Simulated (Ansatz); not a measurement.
Basis-set extrapolation for C₃H₇BO (`CB(C)C=O`) (PBE0-D4/def2-TZVP geometry, frozen core, Ansatz 0.2.0). Multiplicity 1, RHF reference.

```
                      def2-TZVPP   def2-QZVPP
                 HF  -217.303740  -217.313778
    MP2 correlation    -0.833783    -0.890747
CCSD(T) correlation    -0.911298      not run
```

Energies in hartree. Use E(X) = E(∞) + A·exp(−7.88·√X) for Hartree–Fock and E(X) = E(∞) + B·X^(−2.97) for correlation, with X = 3 and 4, and add CCSD(T) minus MP2 of the smaller set to the MP2 limit.

Question: What is the CCSD(T) energy at the basis-set limit?

Answer: HF limit: -217.313778 + (-0.010038) × 0.13774 = -217.31516. MP2 limit: -0.890747 + (-0.056964) × 0.74074 = -0.93294. Higher-order term: -0.911298 − (-0.833783) = -0.07752. Total: -218.32562 hartree, 290.3 kJ/mol below CCSD(T)/def2-TZVPP.
